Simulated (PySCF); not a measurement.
# Nuclear quadrupole coupling in `CC#C[SiH](CCl)CCl`

Compound: C5H8Cl2Si.
Geometry (GFN2-xTB, Å), atoms numbered from 1 in this order:
```
atom  x, y, z in Å
C1     3.4076   -0.3767   -0.2690
C2     2.0157   -0.1905    0.0599
C3     0.8526   -0.0250    0.3342
Si4   -0.9306    0.1825    0.7388
C5    -1.5883    1.6900   -0.2376
Cl6   -3.2817    1.9986    0.2427
C7    -1.8903   -1.3537    0.1190
Cl8   -1.5032   -1.6390   -1.6015
H9     3.9454    0.5640   -0.1545
H10    3.5020   -0.7169   -1.2996
H11    3.8484   -1.1222    0.3921
H12   -1.1788    0.3590    2.1722
H13   -1.0320    2.5997   -0.0282
H14   -1.5908    1.5249   -1.3124
H15   -1.6151   -2.2586    0.6538
H16   -2.9683   -1.2270    0.1786
```

Field gradients from the PBE0/pcSseg-1 density (PySCF, non-relativistic), principal values in atomic units, ordered |Vxx| ≤ |Vyy| ≤ |Vzz|:

```
atom      Vxx      Vyy     Vzz
 Cl6  -1.9383  -2.0753  4.0136
 Cl8  -1.9721  -2.1113  4.0834
```

Question: Find the asymmetry η = (Vxx − Vyy)/Vzz and the couplings χ = eQV/h (234.96 MHz × Q in barn × V in au), with Q(35Cl) = −0.0817 b.

Answer: 
| atom | environment | nucleus | η | χzz (MHz) | χxx (MHz) | χyy (MHz) |
| --- | --- | --- | --- | --- | --- | --- |
| Cl6 | alkyl chlorine | 35Cl | 0.03 | -77.05 | 37.21 | 39.84 |
| Cl8 | alkyl chlorine | 35Cl | 0.03 | -78.39 | 37.86 | 40.53 |

The gradient is axial or nearly so (η below 0.05) at Cl6 and Cl8. 

Question: What is Vzz at Cl6 in SI units (1 au = 9.71736 × 10²¹ V/m²)?

Answer: 4.0136 au = 39.001 × 10²¹ V/m².

Question: And the gradient at the other heavy atoms, for which no coupling is worked out here?

Answer: 
```tsv
atom	environment	Vzz (au)	η
C1	propargylic carbon	0.129	0.03
C2	alkyne carbon	-0.367	0.04
C3	alkyne carbon	-0.278	0.03
Si4	SiH silicon	-0.222	0.81
C5	sp3 C–Cl carbon	0.512	0.11
C7	sp3 C–Cl carbon	0.502	0.13
```

Question: What couplings would deuterons (Q(2H) = 0.00286 b) have in place of the hydrogens, at this geometry?

Answer: 
```json
{"atom": "H9", "bonded to": "C1", "bond length (Å)": "1.090", "Vzz (au)": "0.3080", "η": "0.03", "χzz (kHz)": "207"}
{"atom": "H10", "bonded to": "C1", "bond length (Å)": "1.089", "Vzz (au)": "0.3078", "η": "0.02", "χzz (kHz)": "207"}
{"atom": "H11", "bonded to": "C1", "bond length (Å)": "1.090", "Vzz (au)": "0.3081", "η": "0.03", "χzz (kHz)": "207"}
{"atom": "H12", "bonded to": "Si4", "bond length (Å)": "1.465", "Vzz (au)": "0.1591", "η": "0.01", "χzz (kHz)": "107"}
{"atom": "H13", "bonded to": "C5", "bond length (Å)": "1.087", "Vzz (au)": "0.3128", "η": "0.07", "χzz (kHz)": "210"}
{"atom": "H14", "bonded to": "C5", "bond length (Å)": "1.087", "Vzz (au)": "0.3090", "η": "0.07", "χzz (kHz)": "208"}
{"atom": "H15", "bonded to": "C7", "bond length (Å)": "1.087", "Vzz (au)": "0.3133", "η": "0.07", "χzz (kHz)": "211"}
{"atom": "H16", "bonded to": "C7", "bond length (Å)": "1.087", "Vzz (au)": "0.3101", "η": "0.07", "χzz (kHz)": "208"}
```

Isolated species at its GFN2-xTB geometry (one conformer only). GFN2-xTB bond lengths can be off by several hundredths of an ångström, more for odd bonds, and the gradients follow them. With so small a basis the couplings can be 20 % off.
